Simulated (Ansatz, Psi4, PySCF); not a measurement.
hexafluorodisilane (F$_{6}$Si$_{2}$), singlet, geometry from GFN2-xTB. Base run: PySCF with B3LYP5/STO-3G.

Input for PySCF:
```python
from pyscf import gto, scf, dft

mol = gto.M(
    atom='''
F     1.91144099   -0.24336418   -1.23186550
Si    1.11552550   -0.05340670    0.12300950
F     1.76075357    1.23559388    0.77677538
F     1.61318454   -1.24527155    1.03791126
Si   -1.11552550    0.05340670   -0.12300950
F    -1.61318454    1.24527155   -1.03791126
F    -1.76075357   -1.23559388   -0.77677538
F    -1.91144099    0.24336418    1.23186550
''',
    basis='sto-3g',
    verbose=4,
)

mf = dft.RKS(mol)
mf.xc = 'b3lyp5'
mf.kernel()
```

The same geometry, method and basis name were run in Ansatz (a quantum-chemistry and plane-wave program) and Psi4 and PySCF, at each program's defaults and at the settings that a row names. The base is PySCF at its defaults. Differences at the defaults can come from grids, fitting, cores and function types together.

```tsv
code and settings	ΔE vs base (mEh)	basis functions	E (Eh)	SCF cycles
PySCF, defaults (exact integrals, its default grid, spherical functions)	0.000	48	-1162.37412	7
Psi4, defaults (density fitting with its default set, its default grid, spherical functions)	-3.291	48	-1162.37742	6
Ansatz, defaults (factorised integrals, its default grid, spherical functions)	0.029	48	-1162.37410	-
PySCF, density fitting with def2-universal-jkfit	-3.376	48	-1162.37750	7
PySCF, fine grid	0.030	48	-1162.37409	7
Psi4, exact integrals, spherical functions, fine grid	0.032	48	-1162.37409	8
Ansatz, high accuracy	0.030	48	-1162.37409	-
```
